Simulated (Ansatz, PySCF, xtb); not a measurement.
Isomers of C2H6Si: 1 is C(=C)[SiH3], 2 is C[Si]C; one conformer of each (the lowest of an xTB search), B3LYP-D3(BJ)/def2-TZVP minima.
Isomer 1 (charge 0, multiplicity 1, Z-matrix in Å and degrees):
```
C
C 1 1.3316
H 2 1.0850 1 121.81
H 2 1.0851 3 115.94 1 -179.99
H 1 1.0881 2 117.92 3 180.00
Si 1 1.8627 5 118.43 2 180.00
H 6 1.4820 1 109.11 5 -179.96
H 6 1.4836 7 109.35 3 -121.26
H 6 1.4836 7 109.35 8 -117.52
```
Isomer 2 (charge 0, multiplicity 1):
| atom | x (Å) | y (Å) | z (Å) |
|---|---|---|---|
| C | -1.4032 | 0.2827 | 0.0372 |
| Si | 0.0697 | 0.9162 | 1.0662 |
| C | 1.4075 | -0.2258 | 0.3344 |
| H | -1.4020 | -0.8022 | -0.1052 |
| H | -1.2927 | 0.7278 | -0.9628 |
| H | -2.3721 | 0.5975 | 0.4262 |
| H | 1.2557 | -1.2122 | 0.7976 |
| H | 1.3127 | -0.3734 | -0.7458 |
| H | 2.4243 | 0.0895 | 0.5704 |

No zero-point or thermal terms.

Cores are frozen in the correlated methods. Rows in STO-3G carry no dispersion term and start afresh at each structure.

Run with Ansatz (a program for electronic structure); PySCF for STO-3G rows, the dispersion terms; xtb for the GFN methods. Each number belongs to the level named beside it.

| level | electronic energy of isomer 2 less that of isomer 1 (kcal/mol) |
|---|---|
| GFN1-xTB | 32.97 |
| GFN2-xTB | 16.47 |
| HF/STO-3G | -4.76 |
| PBE0/def2-TZVPP | 7.62 |
| BHLYP/def2-TZVPP | 11.13 |
| BHLYP-D4/def2-TZVPP | 10.94 |
| wB97X-V/def2-TZVPP | (withheld) |
| MP2/cc-pV(T+d)Z | (withheld) |
| CCSD/cc-pV(D+d)Z | 10.87 |

Question: Fill in the missing entries.

Answer: 
- wB97X-V/def2-TZVPP, electronic energy of isomer 2 less that of isomer 1 (kcal/mol): 10.00
- MP2/cc-pV(T+d)Z, electronic energy of isomer 2 less that of isomer 1 (kcal/mol): 9.79
